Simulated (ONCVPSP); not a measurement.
Transferability test, ONCV potential for manganese (Mn)

ONCVPSP 4.0.1 input, shortened (lines: element, Z, core and valence counts, functional; n l f; lmax; l rc ep ncon nbas qcut; lloc lpopt rc5 dvloc0; l nproj debl; icmod fcfact rcfact), LDA (Perdew-Wang 92), scalar-relativistic:

```
  Mn 25.00    3    4  -001012      upf
    1    0    2.00
    2    0    2.00
    2    1    6.00
    3    0    2.00
    3    1    6.00
    3    2    6.00
    4    0    1.00
    2
    0    1.25    0.00    4    8    8.70
    1    1.20    0.00    4    8   14.10
    2    1.80    0.00    5   10    9.10
    4    5    1.00    0.00
    0    2    1.40
    1    2    1.70
    2    2    3.80
    3    5.00    1.15
```

In the p channel the program set the typed energies aside and used -1.851, 0.250 Ha.

Energies are relative to the spin-unpolarised reference configuration 3s2 3p6 3d6 4s1; without spin polarisation the order of configurations can differ from experiment.

(1) Give the all-electron excitation energy and the error of the potential for: 3s2 3p6 3d5 4s2; 3s2 3p6 3d5 4s1; 3s2 3p6 3d5 4s0; 3s2 3p6 3d4 4s2.

Levels in the configuration 3s2 3p6 3d5 4s0:

```tsv
level	all-electron (eV)	pseudo (eV)
3s	-103.313	-103.304
3p	-72.404	-72.398
3d	-24.622	-24.590
```

## Answers

(1)

```tsv
valence configuration	charge	ΔE all-electron (eV)	error AE − PS (meV)
3s2 3p6 3d5 4s2	0	0.405	+27
3s2 3p6 3d5 4s1	+1	9.052	+16
3s2 3p6 3d5 4s0	+2	24.922	+4.9
3s2 3p6 3d4 4s2	+1	13.856	+181
```
